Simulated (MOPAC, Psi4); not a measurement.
Torsional profile of SMILES C(O)(c1sc(cc1)OC)=O. Scanned: dihedral C1–O2–C3–S10; all other coordinates were relaxed at GFN2-xTB. Points at φ and −φ are mirror images. Heavy atoms are numbered in the order of the SMILES COc1ccc(C(=O)O)s1, hydrogens after them in the order of the atoms that carry them; the mirror image has the same energies with the sign of each dihedral reversed. Each profile is relative to its own lowest point.

| φ / ° | A | B | C |
|---|---|---|---|
| -165 | 0.3 | 0.2 | 0.5 |
| -150 | 1.1 | 0.7 | 1.4 |
| -135 | 2.0 | 1.3 | 2.5 |
| -120 | 2.9 | 1.6 | 3.2 |
| -105 | 3.5 | 2.0 | 3.5 |
| -90 | 3.9 | 2.4 | 3.5 |
| -75 | 4.0 | 2.6 | 3.2 |
| -60 | 3.9 | 2.8 | 2.6 |
| -45 | 3.7 | 2.9 | 1.7 |
| -30 | 3.5 | 3.1 | 0.9 |
| -15 | 3.4 | 3.2 | 0.2 |
| 0 | 3.5 | 3.3 | 0.0 |
| 15 | 3.4 | 3.2 | 0.2 |
| 30 | 3.5 | 3.1 | 0.9 |
| 45 | 3.7 | 2.9 | 1.7 |
| 60 | 3.9 | 2.8 | 2.6 |
| 75 | 4.0 | 2.6 | 3.2 |
| 90 | 3.9 | 2.4 | 3.5 |
| 105 | 3.5 | 2.0 | 3.5 |
| 120 | 2.9 | 1.6 | 3.2 |
| 135 | 2.0 | 1.3 | 2.5 |
| 150 | 1.1 | 0.7 | 1.4 |
| 165 | 0.3 | 0.2 | 0.5 |
| 180 | 0.0 | 0.0 | 0.2 |

Energies in kcal/mol.

Which curve belongs to which method? The methods are PBE/def2-SVP // GFN2-xTB run with Psi4; MOPAC with PM3, restricted, heats of formation // GFN2-xTB; MOPAC with PM7, restricted, heats of formation // GFN2-xTB.

A is PM7; B is PM3; C is PBE/def2-SVP.
